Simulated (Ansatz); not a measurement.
Species: C$_{2}$H$_{5}$BCl, charge 0, multiplicity 2. It need not be the lowest isomer of its formula. 
Structure (B3LYP-D3(BJ)/def2-TZVP (Ansatz, a first-principles code) minimum search):
SMILES: B([CH2])(Cl)C
```xyz
9

B      0.0154    -0.3984    -0.1940
Cl     0.1174     1.2086     0.5786
C      1.3311    -1.0547    -0.5910
C     -1.4006    -1.0211    -0.4106
H      1.3676    -2.0300    -1.0658
H      2.2960    -0.5899    -0.4238
H     -1.9270    -1.1181     0.5442
H     -2.0211    -0.3589    -1.0226
H     -1.3716    -2.0019    -0.8876
```
Charge 0, spin multiplicity 2.

Total electronic energies in hartree. Valence correlation only, unless marked. Open shells are spin-unrestricted. Spin-orbit coupling is left out. Non-relativistic. Basis-set limits of correlation are two-point, X^-3; Hartree-Fock from the larger set. [CCSD(T)-MP2]/basis is that difference in the basis named.

| level | program | energy (Eh) |
|---|---|---|
| HF/6-31G* | Ansatz | -562.83602 |
| HF/cc-pV(D+d)Z | Ansatz | -562.86943 |
| HF/cc-pVTZ | Ansatz | -562.91081 |
| PBE0-D3(BJ)/def2-TZVPD | Ansatz + dftd3 | -564.04265 |
| MP2/6-31G | Ansatz | -563.02948 |
| MP2/6-31G* | Ansatz | -563.27555 |
| SCS-MP2/6-31G | Ansatz | -563.03250 |
| SCS-MP2/cc-pV(T+d)Z | Ansatz | -563.51748 |
| SCS-MP2/cc-pwCVTZ | Ansatz | -563.52804 |
| CCSD/aug-cc-pV(D+d)Z | Ansatz | -563.42913 |
| CCSD/cc-pV(D+d)Z | Ansatz | -563.39907 |
| CCSD/cc-pV(T+d)Z | Ansatz | -563.56730 |
| CCSD(T)/aug-cc-pV(D+d)Z | Ansatz | -563.44692 |
| CCSD(T)/cc-pV(T+d)Z | Ansatz | -563.59339 |
| RI-MP2/CBS(aug-cc-pV(T+d)Z,aug-cc-pV(Q+d)Z)+[CCSD(T)-MP2]/aug-cc-pV(T+d)Z | Ansatz | -563.6841 |

Totals of different functionals don't rank their quality; only differences between species are comparable.
